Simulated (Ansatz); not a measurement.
```yaml
crystal:
  periodic: [false, false, false]
  atoms:
    - {symbol: Cd, position_ang: [4.988340, -8.475572, -3.072908]}
    - {symbol: Se, position_ang: [0.112265, -8.803941, 2.165002]}
    - {symbol: Se, position_ang: [-0.151020, -4.924890, -3.697400]}
    - {symbol: Cd, position_ang: [-4.639296, -2.683876, -2.504673]}
    - {symbol: Cd, position_ang: [0.896300, -4.193907, 4.992269]}
    - {symbol: Se, position_ang: [-3.111078, -1.790769, 2.756267]}
    - {symbol: Se, position_ang: [-4.371047, 2.321105, -3.684766]}
    - {symbol: Cd, position_ang: [-4.833497, 8.559596, -3.035366]}
    - {symbol: Cd, position_ang: [-3.184433, 2.872695, 5.009188]}
    - {symbol: Se, position_ang: [-7.559171, 4.531121, 2.175525]}
    - {symbol: Cd, position_ang: [4.314935, -2.377791, -3.632026]}
    - {symbol: Se, position_ang: [4.165992, -1.651071, 1.800516]}
    - {symbol: Se, position_ang: [3.268890, 1.890304, -6.008241]}
    - {symbol: Cd, position_ang: [0.072287, 4.901564, -3.614737]}
    - {symbol: Cd, position_ang: [5.016133, 2.885047, 3.905940]}
    - {symbol: Se, position_ang: [0.651807, 4.421756, 1.809928]}
    - {symbol: H, position_ang: [5.130886, -9.609244, -6.034752]}
    - {symbol: H, position_ang: [4.853124, -8.059360, 0.125855]}
    - {symbol: H, position_ang: [-2.074202, -9.424334, 3.811154]}
    - {symbol: H, position_ang: [1.821008, -10.229715, 3.831812]}
    - {symbol: H, position_ang: [-0.469797, -4.858376, -6.460223]}
    - {symbol: H, position_ang: [-7.400676, -4.327953, -2.467463]}
    - {symbol: H, position_ang: [1.494650, -4.763004, 8.080546]}
    - {symbol: H, position_ang: [-5.160316, -2.979656, 4.212285]}
    - {symbol: H, position_ang: [-4.460568, 2.011441, -6.448317]}
    - {symbol: H, position_ang: [-5.759146, 9.274554, -5.985710]}
    - {symbol: H, position_ang: [-4.503099, 8.225414, 0.158901]}
    - {symbol: H, position_ang: [-3.375844, 3.670056, 8.098840]}
    - {symbol: H, position_ang: [-9.188900, 2.959701, 3.834436]}
    - {symbol: H, position_ang: [-7.921665, 6.729552, 3.838963]}
    - {symbol: H, position_ang: [6.871789, -4.401144, -3.834639]}
    - {symbol: H, position_ang: [6.492034, -3.021229, 2.463094]}
    - {symbol: H, position_ang: [5.645914, 3.280010, -5.600607]}
    - {symbol: H, position_ang: [6.899464, 4.002326, -1.043488]}
    - {symbol: H, position_ang: [-0.384807, 8.129731, -3.851847]}
    - {symbol: H, position_ang: [7.219833, 4.166257, 5.781889]}
    - {symbol: H, position_ang: [7.991011, 4.620288, -0.338343]}
    - {symbol: H, position_ang: [0.641937, 7.123297, 2.463096]}
basis:
  gaussian: {orbitals: def2-SVP, fitting: {mean_field: def2-universal-jkfit}}
hamiltonian: {xc: {name: RPBE}, dispersion: d3bj}
scf: {omitted_lower_state_checks: [starts]}
output: {forces: true}
```

```sh
$ ansatz run in.yaml --threads 4 --pin off --events-out ev --progress --plain --max-ram 66560MiB --backend cuda --devices 0, --max-vram 37GiB
```

Shortened log:

```
Functional definition: RPBE
4564 factors; integrals over basis functions are off by at most 6.3e-1 eV
mean field evaluation 1: about -559442.1743 eV, gradient 9.4e1 eV
mean field evaluation 2: about -558372.8720 eV, gradient 3.2e2 eV
mean field evaluation 4: about -558652.1823 eV, gradient 2.1e2 eV
mean field evaluation 8: about -559517.6911 eV, gradient 3.4e0 eV
mean field evaluation 16: about -559517.8343 eV, gradient 5.8e-2 eV
mean field -559517.83441167 eV, -20561.9011598192 hartree, gradient 2.6e-6 eV, S^2 0.000000; 0 other end points of the search recorded, 0 dependent functions left out
reference -559517.83465685 eV, -20561.9011688295 hartree; 227, 227 occupied and 387, 387 virtual orbitals, 4564 factors
Total energy: -559519.22169688 eV, -20561.9521416103 hartree
Atom 0 at     4.988340    -8.475572    -3.072908 Å, force     0.006217    -0.200309     0.004684 eV/Å
Atom 1 at     0.112265    -8.803941     2.165002 Å, force    -0.239528    -1.412106     2.376256 eV/Å
Atom 2 at    -0.151020    -4.924890    -3.697400 Å, force    -0.214441     0.180898    -1.935068 eV/Å
Atom 3 at    -4.639296    -2.683876    -2.504673 Å, force    -0.470255    -0.280129    -0.021057 eV/Å
Atom 4 at     0.896300    -4.193907     4.992269 Å, force     0.102426    -0.041376     0.537916 eV/Å
Atom 5 at    -3.111078    -1.790769     2.756267 Å, force    -1.362462    -0.791107     1.105752 eV/Å
Atom 6 at    -4.371047     2.321105    -3.684766 Å, force     0.060148    -0.278932    -1.934314 eV/Å
Atom 7 at    -4.833497     8.559596    -3.035366 Å, force    -0.163352     0.111494     0.005460 eV/Å
Atom 8 at    -3.184433     2.872695     5.009188 Å, force     0.016071     0.108418     0.537724 eV/Å
Atom 9 at    -7.559171     4.531121     2.175525 Å, force    -1.327923     0.511570     2.381707 eV/Å
Atom 10 at     4.314935    -2.377791    -3.632026 Å, force     0.364412    -0.326909    -0.074120 eV/Å
Atom 11 at     4.165992    -1.651071     1.800516 Å, force     1.597119    -0.902408     0.559327 eV/Å
Atom 12 at     3.268890     1.890304    -6.008241 Å, force     1.615498     0.942595     0.464756 eV/Å
Atom 13 at     0.072287     4.901564    -3.614737 Å, force    -0.097926     0.479496    -0.080400 eV/Å
Atom 14 at     5.016133     2.885047     3.905940 Å, force     0.371123     0.215402     0.310054 eV/Å
Atom 15 at     0.651807     4.421756     1.809928 Å, force     0.025701     1.837343     0.551137 eV/Å
Atom 16 at     5.130886    -9.609244    -6.034752 Å, force    -0.044099     0.362916     0.918741 eV/Å
Atom 17 at     4.853124    -8.059360     0.125855 Å, force     0.017688    -0.111265    -0.923944 eV/Å
Atom 18 at    -2.074202    -9.424334     3.811154 Å, force     1.516272     0.432980    -1.140335 eV/Å
Atom 19 at     1.821008   -10.229715     3.831812 Å, force    -1.246581     1.045135    -1.214829 eV/Å
Atom 20 at    -0.469797    -4.858376    -6.460223 Å, force     0.231086    -0.038218     1.998394 eV/Å
Atom 21 at    -7.400676    -4.327953    -2.467463 Å, force     0.631816     0.376277    -0.005961 eV/Å
Atom 22 at     1.494650    -4.763004     8.080546 Å, force    -0.140613     0.128335    -0.722953 eV/Å
Atom 23 at    -5.160316    -2.979656     4.212285 Å, force     1.486419     0.862327    -1.047491 eV/Å
Atom 24 at    -4.460568     2.011441    -6.448317 Å, force     0.073570     0.219350     1.998042 eV/Å
Atom 25 at    -5.759146     9.274554    -5.985710 Å, force     0.296824    -0.227915     0.916276 eV/Å
Atom 26 at    -4.503099     8.225414     0.158901 Å, force    -0.099357     0.072958    -0.922814 eV/Å
Atom 27 at    -3.375844     3.670056     8.098840 Å, force     0.040292    -0.184735    -0.723480 eV/Å
Atom 28 at    -9.188900     2.959701     3.834436 Å, force     1.131516     1.087456    -1.148540 eV/Å
Atom 29 at    -7.921665     6.729552     3.838963 Å, force     0.268825    -1.606002    -1.212308 eV/Å
Atom 30 at     6.871789    -4.401144    -3.834639 Å, force    -0.551860     0.382246     0.051360 eV/Å
Atom 31 at     6.492034    -3.021229     2.463094 Å, force    -1.687263     0.998585    -0.472409 eV/Å
Atom 32 at     5.645914     3.280010    -5.600607 Å, force    -1.715508    -1.003182    -0.274255 eV/Å
Atom 33 at     6.899464     4.002326    -1.043488 Å, force     3.229288     1.828148     2.091236 eV/Å
Atom 34 at    -0.384807     8.129731    -3.851847 Å, force     0.050696    -0.666478     0.059202 eV/Å
Atom 35 at     7.219833     4.166257     5.781889 Å, force    -0.545684    -0.317273    -0.465250 eV/Å
Atom 36 at     7.991011     4.620288    -0.338343 Å, force    -3.237165    -1.832755    -2.082598 eV/Å
Atom 37 at     0.641937     7.123297     2.463096 Å, force     0.011009    -1.962831    -0.465900 eV/Å
Dipole moment:     0.038987     0.021528     0.832072 e Å
Checks for a lower state left out: starts
```

(1) What is wrong with this run?

Answers

(1) The coordinates are in bohr but typed as ångström. The run converged. The result belongs to that input, not to the species as meant.
